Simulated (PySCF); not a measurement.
Compound: C₄H₁₁NSi.
Numbering: `[SiH3:1][NH:2][CH2:3][CH:4]1[CH2:5][CH2:6]1` (hydrogens: H7, H8, H9 on Si1; H10 on N2; H11, H12 on C3; H13 on C4; H14, H15 on C5; H16, H17 on C6)

Level: PBE0/pcSseg-1 and CAM-B3LYP/def2-SVPD in PySCF, non-relativistic, on one gas-phase PBE0-D3(BJ)/def2-SVP geometry that isn't relaxed in the solvent. The solvent is an IEF-PCM continuum (Bondi radii, 1.10 Å for H, scaled by 1.2). Only the electrostatic response of the medium enters.

Gas phase at PBE0/pcSseg-1: HOMO -6.69 eV, LUMO 0.78 eV, dipole 1.24 D.

What does the continuum do to the energy, the frontier levels and the dipole at PBE0/pcSseg-1 in cyclohexane and dimethylsulfoxide?

```json
{"solvent": "cyclohexane", "ε": "2.017", "E(solvent) − E(gas) (kcal/mol)": "-1.04", "polarisation term (kcal/mol)": "-1.07", "distortion of the solute (kcal/mol)": "0.03", "HOMO (eV)": "-6.65", "LUMO (eV)": "0.83", "dipole (D)": "1.34"}
{"solvent": "dimethylsulfoxide", "ε": "46.83", "E(solvent) − E(gas) (kcal/mol)": "-2.86", "polarisation term (kcal/mol)": "-3.11", "distortion of the solute (kcal/mol)": "0.25", "HOMO (eV)": "-6.64", "LUMO (eV)": "0.86", "dipole (D)": "1.52"}
```

The polarisation term is half the interaction of the solute with the surface charges that it induces; the rest is the cost of distorting the solute's density. The sum is the electrostatic part of solvation alone. From cyclohexane to dimethylsulfoxide the lowering changes by a factor 2.76, Onsager's factor (ε − 1)/(2ε + 1) by 2.40 and ε itself by 23.2.

Which radius a makes the point-dipole formula ΔE = −[(ε − 1)/(2ε + 1)]·μ²/a³ give the value in dimethylsulfoxide, with the gas-phase dipole?

μ = 0.487 au and |ΔE| = 0.00456 Eh give a = 1.55 Å; the farthest nucleus lies 3.81 Å from the centroid of the nuclei, so such a sphere wouldn't even hold the nuclei. The formula assumes a rigid point dipole at the centre of a sphere.

Which IAO charges (PBE0/pcSseg-1) respond most in cyclohexane (means over atoms taken as equivalent)?

```tsv
atoms	environment	gas (e)	solvent (e)	change
H10	N–H hydrogen	+0.255	+0.260	+0.005
C5/C6	three-membered-ring carbon	-0.289	-0.292	-0.003
N2	silicon-bound nitrogen	-0.672	-0.675	-0.003
H13	methine hydrogen	+0.133	+0.136	+0.003
H7/H8/H9	Si–H hydrogen	-0.142	-0.143	-0.001
H11/H12	methylene hydrogen	+0.123	+0.125	+0.002
Si1	SiH3 silicon	+0.726	+0.727	+0.001
H14/H17	methylene hydrogen	+0.146	+0.147	+0.001
```

Gas phase at CAM-B3LYP/def2-SVPD: HOMO -8.12 eV, LUMO 1.20 eV, dipole 1.22 D.

What does the continuum do to the energy, the frontier levels and the dipole at CAM-B3LYP/def2-SVPD in cyclohexane and dimethylsulfoxide?

| solvent | ε | E(solvent) − E(gas) (kcal/mol) | polarisation term (kcal/mol) | distortion of the solute (kcal/mol) | HOMO (eV) | LUMO (eV) | dipole (D) |
| --- | --- | --- | --- | --- | --- | --- | --- |
| cyclohexane | 2.017 | -0.98 | -1.02 | 0.04 | -8.07 | 1.27 | 1.34 |
| dimethylsulfoxide | 46.83 | -2.71 | -3.03 | 0.32 | -8.05 | 1.32 | 1.55 |

How does the static polarisability (CAM-B3LYP/def2-SVPD, frozen core, with the continuum's full static response) change?

```csv
medium,isotropic (au),principal values (au),⟨r²⟩ of the electrons (bohr²)
gas,82.3,"73.5, 76.8, 96.7",1084.6
cyclohexane,91.8,"82.9, 86.7, 105.7",1084.8
dimethylsulfoxide,110.4,"103.6, 108.1, 119.4",1084.8
```

The isotropic value in dimethylsulfoxide is 1.34 times the gas-phase one; no cavity-field correction is applied. ⟨r²⟩ is taken about the centre of nuclear charge.

Rough CPU time on one thread of a shared machine: about 30 s. This is the whole shielding run at PBE0/pcSseg-1 in dimethylsulfoxide, SCF included.

The values belong to the conformer `[SiH3:1][NH:2][CH2:3][CH:4]1[CH2:5][CH2:6]1`: Si1–N2–C3–C4 144°, N2–C3–C4–C5 -150°.
